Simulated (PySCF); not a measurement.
## Mayer bond orders and bond lengths

Species: C5H9OP.
Atom-mapped SMILES: `[CH2:1]=[C:2]([CH3:3])/[P:4]=[CH:5]/[O:6][CH3:7]` (hydrogens: H8, H9 on C1; H10, H11, H12 on C3; H13 on C5; H14, H15, H16 on C7)

Cartesian coordinates in Å at the PBE0-D3(BJ)/def2-SVP level; atoms count from 1:
```xyz
16
C5H9OP angstrom
C     -1.1286    0.5405   -2.9611
C     -0.6683    0.4655   -1.7001
C     -0.7392    1.6397   -0.7709
P      0.0356   -1.1550   -1.2283
C      0.4870   -0.8728    0.3783
O      1.0737   -1.8232    1.1119
C      1.3114   -1.5208    2.4633
H     -1.5716    1.4627   -3.3517
H     -1.0776   -0.3149   -3.6422
H     -1.1996    2.5064   -1.2676
H      0.2640    1.9380   -0.4248
H     -1.3360    1.4061    0.1261
H      0.3343    0.0859    0.8961
H      1.8362   -2.3794    2.9008
H      1.9448   -0.6225    2.5696
H      0.3665   -1.3621    3.0118
```

Bond orders from the PBE0/pcSseg-1 density (PySCF). Isolated species at its PBE0-D3(BJ)/def2-SVP geometry (one conformer only).

**Question.** How far do the computed orders between heavy atoms stray from the drawn ones?

**Answer.** The largest departure is 0.372, at P4–C5 (drawn double, 1.628). Drawn double or triple, more than 0.30 short of the drawn order: P4–C5 (1.628).

**Question.** Give the Mayer order of every bond, beside its length.

**Answer.** 
```json
{"bond": "C1–C2", "drawn as": "double", "length (Å)": "1.345", "Mayer order": "1.898"}
{"bond": "C2–C3", "drawn as": "single", "length (Å)": "1.499", "Mayer order": "1.020"}
{"bond": "C2–P4", "drawn as": "single", "length (Å)": "1.829", "Mayer order": "0.969"}
{"bond": "P4–C5", "drawn as": "double", "length (Å)": "1.693", "Mayer order": "1.628"}
{"bond": "C5–O6", "drawn as": "single", "length (Å)": "1.336", "Mayer order": "1.016"}
{"bond": "O6–C7", "drawn as": "single", "length (Å)": "1.405", "Mayer order": "0.902"}
{"bond": "C1–H8", "drawn as": "single", "length (Å)": "1.095", "Mayer order": "0.950"}
{"bond": "C1–H9", "drawn as": "single", "length (Å)": "1.095", "Mayer order": "0.945"}
{"bond": "C3–H10", "drawn as": "single", "length (Å)": "1.100", "Mayer order": "0.960"}
{"bond": "C3–H11", "drawn as": "single", "length (Å)": "1.102", "Mayer order": "0.945"}
{"bond": "C3–H12", "drawn as": "single", "length (Å)": "1.102", "Mayer order": "0.945"}
{"bond": "C5–H13", "drawn as": "single", "length (Å)": "1.100", "Mayer order": "0.918"}
{"bond": "C7–H14", "drawn as": "single", "length (Å)": "1.097", "Mayer order": "0.970"}
{"bond": "C7–H15", "drawn as": "single", "length (Å)": "1.104", "Mayer order": "0.956"}
{"bond": "C7–H16", "drawn as": "single", "length (Å)": "1.104", "Mayer order": "0.957"}
```

Bonds between the same two heavy elements. C–C: lowest C2–C3 (1.020, 1.499 Å), highest C1–C2 (1.898, 1.345 Å). C–P: lowest C2–P4 (0.969, 1.829 Å), highest P4–C5 (1.628, 1.693 Å). C–O: lowest O6–C7 (0.902, 1.405 Å), highest C5–O6 (1.016, 1.336 Å).

**Question.** Sum the orders of all bonds at each heavy atom with more than one neighbour and set the sums beside the valence in the SMILES.

**Answer.** C1 3.793 (drawn 4), C2 3.887 (drawn 4), C3 3.870 (drawn 4), P4 2.597 (drawn 3), C5 3.562 (drawn 4), O6 1.918 (drawn 2), C7 3.785 (drawn 4). Orders between atoms that aren't bonded are not in these sums.

The Mayer order sums products of elements of PS (density times overlap matrix) between the two atoms' basis functions, so it depends on the basis set.
